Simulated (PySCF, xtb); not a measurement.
RuO4, SMILES [O]=[Ru](=[O])(=[O])=[O], multiplicity 1.

Harmonic wavenumbers (cm⁻¹) from GFN2-xTB run with xtb at its own minimum, in rising order: 309, 309, 309, 310, 311, 791, 873, 873, 873.

What does PBE-D3(BJ)/def2-SVP in PySCF give at its own minimum? (The exact figures need the calculation; the answer reports its results.)

324, 324, 346, 346, 346, 927, 957, 957, 957. Paired by order, the mean absolute difference is 59 cm⁻¹ and the zero-point energies are 7.1 and 7.8 kcal/mol.
